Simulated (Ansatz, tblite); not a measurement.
Isomers of Ge2O⁺ (doublet), found by a short tight-binding search and relaxed with PBE0-D4/def2-TZVP in Ansatz.

The xTB rows come from tblite. Correlated methods freeze 19 core orbitals; core or outer-core shells of Ge are correlated, in sets that lack core-valence functions. In CCSD on the charge 1 doublet the largest single amplitude is 0.30, so its Hartree–Fock determinant may place the open shell otherwise than the density functionals do.

Other spin states were run for one of them alone.

A:

Cartesian coordinates in Å:
```
Ge 0.860 0.744 1.339
Ge -0.860 -0.744 -1.339
O 0.000 0.000 0.000
```

B:

```xyz
3

Ge    1.245    0.670   -0.211
Ge   -0.728   -1.223    0.129
O    -0.517    0.553    0.082
```

Estimate which lies lowest at each level, and how far above it the others are (eV).


| level | A | B |
| --- | --- | --- |
| GFN1-xTB | 0.00 | 0.39 |
| GFN2-xTB | 0.00 | 0.82 |
| HF/def2-TZVPP | 0.00 | 0.05 |
| PBE-D4/def2-TZVP | 0.00 | 0.10 |
| r2SCAN-D4/def2-TZVP | 0.00 | 0.09 |
| PBE0-D4/def2-TZVP | 0.00 | 0.05 |
| r2SCAN0-D4/def2-TZVP | 0.00 | 0.05 |
| PBE-QIDH/def2-TZVP | 0.06 | 0.00 |
| MP2/def2-TZVPP | 0.16 | 0.00 |
| CCSD/def2-TZVPP | 0.05 | 0.00 |
| CCSD(T)/def2-TZVPP | 0.06 | 0.00 |
Point groups (tolerance 0.1 Å): A D∞h, B C2v. Lower isomers may exist.
